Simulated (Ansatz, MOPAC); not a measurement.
System: SeF3 (charge 0, doublet). SMILES: F[Se](F)F
Structure (B3LYP-D3(BJ)/def2-TZVP (Ansatz, a quantum-chemistry and plane-wave program) minimum search):
```
Se
F 1 1.7192
F 1 1.8141 2 86.62
F 1 1.8141 2 86.62 3 170.31
```
Charge 0, spin multiplicity 2.

Quantity: vertical ionisation energy to the singlet, in eV. Set-up: non-relativistic; each state is the SCF solution reached for its charge and spin; UHF or UKS for open shells; valence correlation only (noble-gas shells and the d and f shells of earlier blocks); 6-31G* and kin with 6d, 5d where marked; LANL2DZ with its own core potentials from Na on; no spin-orbit coupling; dispersion terms only where a functional's name holds one; PM7 with its own dispersion and hydrogen-bond terms. First-principles rows: single points at B3LYP-D3(BJ) geometries (Ansatz). Semi-empirical rows: differences of heats of formation at the shared geometry for vertical values. A UHF reference is markedly spin-contaminated in at least one set, which strains HF and MP2. The spin state of an ion or metal species was assumed, not searched.

```json
[
 {"level": "AM1", "program": "MOPAC", "vertical ionisation energy to the singlet (eV)": "7.39"},
 {"level": "PM7", "program": "MOPAC", "vertical ionisation energy to the singlet (eV)": "8.71"},
 {"level": "MNDO", "program": "MOPAC", "vertical ionisation energy to the singlet (eV)": "8.83"},
 {"level": "PBE/6-31G*", "program": "Ansatz", "vertical ionisation energy to the singlet (eV)": "10.29"},
 {"level": "PBE/6-31G* with LANL2DZ past Ar", "program": "Ansatz", "vertical ionisation energy to the singlet (eV)": "10.41"},
 {"level": "B3LYP/STO-3G", "program": "Ansatz", "vertical ionisation energy to the singlet (eV)": "7.14"},
 {"level": "B3LYP/6-31G*", "program": "Ansatz", "vertical ionisation energy to the singlet (eV)": "10.91"},
 {"level": "B3LYP/6-31G* with LANL2DZ past Ar", "program": "Ansatz", "vertical ionisation energy to the singlet (eV)": "11.10"},
 {"level": "MP2/6-31G*", "program": "Ansatz", "vertical ionisation energy to the singlet (eV)": "10.60"},
 {"level": "wB97M-V/def2-TZVPD", "program": "Ansatz", "vertical ionisation energy to the singlet (eV)": "11.44"},
 {"level": "wB97X-V/def2-TZVPD", "program": "Ansatz", "vertical ionisation energy to the singlet (eV)": "11.52"}
]
```

No value to compare with is used here. The 9 habitual levels span 7.14 (B3LYP/STO-3G) to 11.10 eV (B3LYP/6-31G* with LANL2DZ past Ar); wB97M-V/def2-TZVPD gives 11.44.

The levels are drawn from those run, B3LYP/6-31G* more often than the rest, none by its result; left out are runs that failed, that the program found above a lower state of the same kind, or whose <S^2> lies over 0.5 above the pure value.
